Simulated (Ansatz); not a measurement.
Consider the ligand exchange at a Zr–O bond: `C#[C][Zr]([OH])([OH])[OH]` + H–F → `C#[C][Zr]([OH])([OH])[F]` + H₂O.

Computed with Ansatz on PBE0-D4/def2-TZVP structures; ΔE is electronic, products minus reactants. CCSD(T)/CBS is the MP2 limit (def2-TZVPP, def2-QZVPP) plus CCSD(T) − MP2 in def2-TZVPP, frozen cores. This one scheme is used for every species. Functionals use def2-TZVPP. Elements past krypton have def2 core potentials. For Zr outer-core shells are correlated without core-valence functions, which leaves a few kJ/mol of doubt a bond. Each species was taken in one conformer, which may not be the lowest.

```csv
level,ΔE (kJ/mol)
r2SCAN,-57.5
r2SCANh,-56.0
MP2/def2-TZVPP,-44.7
SCS-MP2/def2-TZVPP,-47.5
```

(1) What does CCSD(T)/CBS give? (Best estimate.)

(2) What do rigid-rotor, harmonic-oscillator terms from PBE0-D4/def2-TZVP frequencies (298.15 K, 1 bar) make of the CCSD(T)/CBS value? (Best estimate.)

Largest T1 diagnostic among the species: 0.017.

Answers

(1) Ansatz gave: -48.1 kJ/mol. The listed levels differ from it by -9.4, -7.9, 3.4, 0.6 kJ/mol.

(2) The calculation gave: ΔZPE = +4.9 kJ/mol, ΔH = -44.8 kJ/mol, ΔS = 7 J/(mol·K), ΔG = -46.8 kJ/mol.

The D4 term adds +3.2 kJ/mol with B3LYP and +1.8 kJ/mol with PBE0; it sums over pairs of atoms, weighted by their polarisabilities, and B3LYP, whose exchange is more repulsive, gets the larger term. In def2-TZVPP, CCSD(T) changes the Hartree–Fock value by +6.9 kJ/mol (the triples alone add +0.5 kJ/mol) and MP2 by +10.0 kJ/mol.

B3LYP here is the variant with VWN-RPA as its local correlation; programs differ in this.
